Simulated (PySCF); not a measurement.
How methods differ on the ionisation energy of V

V [Ar] 3d3 4s2 [3d3/2^3, M_J = 3/2] → V⁺ [Ar] 3d4 [3d3/2^4, M_J = 0], as a difference of total energies. Computed with PySCF 2.14 in x2c-SVPall-2c, with the two-component X2C-1e Hamiltonian. Correlated levels: [Ne] frozen; the 6 highest virtual spinors dropped. "Screened" scales the spin-orbit matrix elements by Boettger's factors to mimic the two-electron term; Breit and QED terms are absent.

| method | ionisation energy (eV) |
| --- | --- |
| GHF (spin-free) | 6.094 |
| GMP2 (spin-free) | 6.446 |
| GHF (screened spin-orbit) | 6.108 |
| GMP2 (screened spin-orbit) | 6.460 |

**Question.** How much does correlation contribute at GMP2 (screened spin-orbit)?

**Answer.** 6.460 − (6.108) = 0.352 eV, measured against GHF (screened spin-orbit).

Errors of the correlated levels include the incompleteness of this basis and the frozen core.

The labels give the starting determinants; with spin-orbit coupling the two ends relaxed to ⟨J²⟩ = 6.70, ⟨L²⟩ = 12.01, ⟨S²⟩ = 3.76 and ⟨J²⟩ = 3.96, ⟨L²⟩ = 6.01, ⟨S²⟩ = 6.00.

MP2 underrates the near-degeneracy of ns² with np² in the lower species.

The determinant of V and of V⁺ mixes levels of different J (the jj label is only the starting occupation), so the difference between spin-free and spin-orbit rows is not the physical spin-orbit shift.

For comparison: 6.746 eV (measured; NIST Atomic Spectra Database, ionization energies).
